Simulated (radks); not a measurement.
Q: Species: the aluminium ion Al+. Configuration: [Ne] 3s2. Method: Dirac Kohn-Sham, exchange-only PBE, spin-unpolarised, spherical densities, finite nucleus; Fermi nuclear charge, rms radius 3.061 fm; computed with a radial shooting solver on a logarithmic mesh with Libxc functionals. Some entries of the table are withheld. Estimate them.

orbital  occ.  eigenvalue (eV)  <r^2> (bohr^2)  r(max) (bohr)
1s1/2       2        -1519.037         0.01946            (1)
2s1/2       2        -115.1543             (2)         0.4964
2p1/2       2              (3)          0.4621         0.4267
2p3/2       4              (4)          0.4654         0.4283
3s1/2       2              (5)           6.664            (6)

A: 
(1) 1s1/2 r(max) (bohr): 0.07835
(2) 2s1/2 <r^2> (bohr^2): 0.4713
(3) 2p1/2 eigenvalue (eV): -77.0709
(4) 2p3/2 eigenvalue (eV): -76.6284
(5) 3s1/2 eigenvalue (eV): -14.0252
(6) 3s1/2 r(max) (bohr): 2.005
